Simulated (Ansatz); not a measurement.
`C#[C][SnH2][F]` → F• + `C#[C][SnH2]`• at 600 K and 1 bar (homolysis of the F–Sn bond).

Gas-phase electronic energies from Ansatz, PBE0-D4/def2-TZVP geometries. CCSD(T)/CBS adds triple-zeta CCSD(T) − MP2 to the extrapolated MP2 energy (def2 sets, frozen cores). This one scheme is used for every species, atoms too. Open shells (•) are unrestricted, without spin–orbit coupling. Spin–orbit coupling would lower the free atoms: a little for F. Elements past krypton have def2 core potentials. Bonds to Sn are less sure, by a few kJ/mol each and by 10 to 20 or more in all where they break to atoms, as the def2 sets lack core-valence functions.

```json
{"species": "`C#[C][SnH2][F]`", "CCSD(T)/CBS energy (Eh)": "-391.67763", "H − E (kJ/mol)": "140.1", "S (J/(mol·K))": "402.2"}
{"species": "F•", "CCSD(T)/CBS energy (Eh)": "-99.66871", "H − E (kJ/mol)": "12.5", "S (J/(mol·K))": "175.0"}
{"species": "`C#[C][SnH2]`•", "CCSD(T)/CBS energy (Eh)": "-291.81380", "H − E (kJ/mol)": "121.9", "S (J/(mol·K))": "365.6"}
```

H − E and S are ideal-gas, rigid-rotor, harmonic terms from PBE0-D4/def2-TZVP, with the whole ground term of open shells counted as degenerate. 1 Eh = 2625.50 kJ/mol, R = 8.31446 J/(mol·K).

**Question.** By hand: ΔE, ΔH, ΔS and ΔG.

**Answer.** ΔE = (-99.66871) + (-291.81380) − (-391.67763) = 0.19512 Eh = 512.3 kJ/mol. Δ(H − E) = 12.5 + 121.9 − 140.1 = -5.7, so ΔH = 506.6 kJ/mol. ΔS = 175.0 + 365.6 − 402.2 = 138.4 J/(mol·K). ΔG = 506.6 − 600 × (138.4)/1000 = 423.6 kJ/mol.

**Question.** By hand: the equilibrium constant, and the temperature at which ΔG would vanish if ΔH and ΔS stayed fixed.

**Answer.** log₁₀ K = −ΔG/(RT ln 10) = -36.9. ΔG = 0 at ΔH/ΔS = 3660 K, far beyond where these terms or the molecules hold.

The number of gas molecules changes by +1, which sets the sign of ΔS. A doubt of 5 kJ/mol in ΔE shifts log₁₀ K by 0.4 here. These are equilibria of isolated gas molecules and say nothing of rates. Largest T1 diagnostic: 0.019 (customary marks: 0.02 for closed shells, 0.045 for open ones).
